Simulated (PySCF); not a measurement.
Geometry:
```json
{"atom": "C1", "x (Å)": "-0.407", "y (Å)": "-1.213", "z (Å)": "-1.419"}
{"atom": "Si2", "x (Å)": "-0.001", "y (Å)": "-0.001", "z (Å)": "-0.002"}
{"atom": "C3", "x (Å)": "0.008", "y (Å)": "1.786", "z (Å)": "-0.675"}
{"atom": "C4", "x (Å)": "-1.320", "y (Å)": "-0.155", "z (Å)": "1.370"}
{"atom": "C5", "x (Å)": "1.716", "y (Å)": "-0.416", "z (Å)": "0.722"}
{"atom": "H6", "x (Å)": "-1.380", "y (Å)": "-1.004", "z (Å)": "-1.853"}
{"atom": "H7", "x (Å)": "-0.419", "y (Å)": "-2.242", "z (Å)": "-1.070"}
{"atom": "H8", "x (Å)": "0.327", "y (Å)": "-1.148", "z (Å)": "-2.217"}
{"atom": "H9", "x (Å)": "0.242", "y (Å)": "2.502", "z (Å)": "0.106"}
{"atom": "H10", "x (Å)": "-0.958", "y (Å)": "2.058", "z (Å)": "-1.089"}
{"atom": "H11", "x (Å)": "0.746", "y (Å)": "1.908", "z (Å)": "-1.462"}
{"atom": "H12", "x (Å)": "-2.312", "y (Å)": "0.075", "z (Å)": "0.994"}
{"atom": "H13", "x (Å)": "-1.351", "y (Å)": "-1.160", "z (Å)": "1.779"}
{"atom": "H14", "x (Å)": "-1.117", "y (Å)": "0.526", "z (Å)": "2.192"}
{"atom": "H15", "x (Å)": "1.746", "y (Å)": "-1.426", "z (Å)": "1.117"}
{"atom": "H16", "x (Å)": "2.493", "y (Å)": "-0.337", "z (Å)": "-0.033"}
{"atom": "H17", "x (Å)": "1.977", "y (Å)": "0.259", "z (Å)": "1.531"}
```

Geometry: GFN2-xTB; GIAO absolute shieldings from PySCF 2.14.0 with density-fitted response routines, gas phase, non-relativistic, averaged over equivalent atoms.

At PBE0/aug-cc-pVDZ (227 basis functions, of the order of 20 core-seconds):
```
                                      atoms  σ (ppm)
                                C1/C3/C4/C5    197.4
                                        Si2    414.6
H6/H7/H8/H9/H10/H11/H12/H13/H14/H15/H16/H17    31.86
```

Task: What do these become at PBE0/cc-pVTZ?

Result: 
| atoms | σ at PBE0/cc-pVTZ | change |
| --- | --- | --- |
| C1/C3/C4/C5 | 189.9 | -7.5 |
| Si2 | 358.5 | -56.1 |
| H6/H7/H8/H9/H10/H11/H12/H13/H14/H15/H16/H17 | 31.75 | -0.11 |

The largest change is at Si2 (silicon bonded to 4 C). Cost: 322 basis functions, roughly 40 core-seconds.
